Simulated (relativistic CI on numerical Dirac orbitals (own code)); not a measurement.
Dy19+: q coefficients and field-shift factors

Computed by Dirac-Coulomb-Breit CI, separate exchange-only KLI orbitals for each configuration, derivatives by finite differences, unscaled Slater integrals, QED left out (own radial code, finite nucleus).

CI space (outside the closed core [Ar] 3d10 4s2): 4p6 4d10 4f, 4p6 4d10 5s, 4p6 4d10 5p, 4p6 4d9 4f2, 4p6 4d10 5d, 4p6 4d9 5s2, 4p5 4d10 4f2, 4p6 4d10 5f. Levels of other configurations are missing.

With x = (α/α₀)² − 1 an excitation energy changes as ω = ω₀ + qx; K = 2q/ω₀ is the relative enhancement. Terms are leading LS components, so labels can repeat. The field-shift factor is F = δν/δ⟨r²⟩ for the transition from the lowest level.

Lowest level 4p6 4d10 4f 2F°_5/2.

```tsv
Level	ω₀ (cm⁻¹)	q (cm⁻¹)	F (GHz/fm²)
4p6 4d10 4f 2F°_7/2	11560	10710	0.366
4p6 4d10 5s 2S_1/2	354877	-208800	237
4p6 4d10 5p 2P°_1/2	611317	-181500	19.9
4p6 4d10 5p 2P°_3/2	713149	-63580	10.9
4p6 4d10 5d 2D_3/2	1124384	-54090	12.2
4p6 4d10 5d 2D_5/2	1143969	-34000	12.5
4p6 4d9 4f2 4F_3/2	1198567	755.5	11
4p6 4d9 4f2 4F_5/2	1201823	1375	11.1
4p6 4d9 4f2 4F_7/2	1208563	6539	11.2
4p6 4d9 4f2 4F_9/2	1218438	13300	11.5
4p6 4d9 4f2 2F_7/2	1226793	-1108	11.2
4p6 4d9 4f2 4D_5/2	1234086	4033	11.3
4p6 4d9 4f2 4G_5/2	1234670	5812	11.3
```

At this charge transitions that keep the count of f electrons are usually good to a few per cent. Terms inside the open d or f shell come out 10 to 20 % too wide with unscaled integrals. Levels that differ in their count of f electrons can be misplaced by several ten thousand cm⁻¹, since the correlation energy of f electrons is missing or only estimated; rates across such gaps can be off by orders of magnitude.

Task: Which transition from the lowest level has the largest |K|?

Result: 4p6 4d10 4f 2F°_7/2 at 11560 cm⁻¹, K = 1.85.
